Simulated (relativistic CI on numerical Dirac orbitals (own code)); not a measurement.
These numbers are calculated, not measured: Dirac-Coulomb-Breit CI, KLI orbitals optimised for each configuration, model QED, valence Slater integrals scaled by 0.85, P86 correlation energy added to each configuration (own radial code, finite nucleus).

CI space (outside the closed core [Xe] 4f14): 5d 6s2, 5d2 6s, 5d 6s 6p, 5d2 6p, 5d3, 6s2 6p, 5d 6s 6d, 5d2 6d, 5d 6s 6f, 6s2 5f, 5d 6s 6g, 6s2 7p, 5d2 5f, 6s2 5g, 5d 6s 7s, 5d2 7s, 5d2 6f, 5d2 5g, 6s2 8s, 6s2 7s, 5d 6s 7p, 6s2 7d, 6s2 8p, 6s2 6d, 5d 6s 5f, 6s2 9s, 5d 6s 8s, 5d 6p 6d, 5d2 6g, 6s 5g 6p, 5d 6p2, 6p3, 5f 6p2, 6s 6p2, 6p2 6d, 6p2 6f, 5d 6d2, 6p 6d2, 5f 6d2, 5d 5f2, 5f2 6p, 5f3, 5d 6f2, 6p 6f2, 5f 6f2, 6s 7s2, 6p 7s2, 6d 7s2, 6f 7s2. Double excitations out of closed p, d and f shells are left out; levels of such configurations are missing from the list, as are those of other unlisted configurations, and high levels can miss mixing partners. These lack a partner that the ground configuration has and come out too high: 6s2 7p, 6s2 5g, 6s2 8s, 6s2 7s, 6s2 7d.

Correlation outside the listed configurations is missing or only estimated: errors of thousands of cm⁻¹ between configurations and terms are usual at this charge. Rates and lifetimes follow the computed energies and can be off by large factors. The fine structure of a lone outer electron comes out too small, for d and f at times inverted, and misplaced configurations move strength between like terms. 12 of the 18 excited levels that our extract of the measured tables holds in this range could be paired (the sources list more); they are missed by 2418 cm⁻¹ on average and 4387 at most, and levels without a partner can miss by more.

Outline of the computed level scheme of Hf II. Lowest level of each configuration: 5d 6s2 2D_3/2 at 0.0000 eV; 5d2 6s 4F_3/2 at 0.3606 eV; 5d3 4F_3/2 at 2.0698 eV; 5d 6s 6p 4F°_3/2 at 3.0994 eV; 6s2 6p 2P°_1/2 at 3.3020 eV; 5d2 6p 4G°_5/2 at 3.9707 eV.

Some strong electric-dipole decays among the lowest 45 levels: 5d2 6p 4G°_5/2 → 5d 6s2 2D_3/2 (5.6e+07 s⁻¹); 5d2 6p 4G°_5/2 → 5d 6s2 2D_5/2 (5.0e+07 s⁻¹); 5d 6s 6p 4D°_7/2 → 5d2 6s 4F_9/2 (4.0e+07 s⁻¹); 5d 6s 6p 4D°_1/2 → 5d2 6s 4F_3/2 (3.9e+07 s⁻¹); 5d2 6p 4G°_5/2 → 5d2 6s 4F_3/2 (3.9e+07 s⁻¹); 5d 6s 6p 4D°_5/2 → 5d2 6s 4F_7/2 (2.8e+07 s⁻¹); 6s2 6p 2P°_3/2 → 5d2 6s 4F_5/2 (2.3e+07 s⁻¹); 5d 6s 6p 4F°_5/2 → 5d 6s2 2D_3/2 (2.2e+07 s⁻¹).

Rates of lines that live on the mixing of spin multiplicities can be off by large factors.

LS names give the leading component of a level, which can be under half, so a name can repeat, a term be missing and a line seem to break the LS rules.
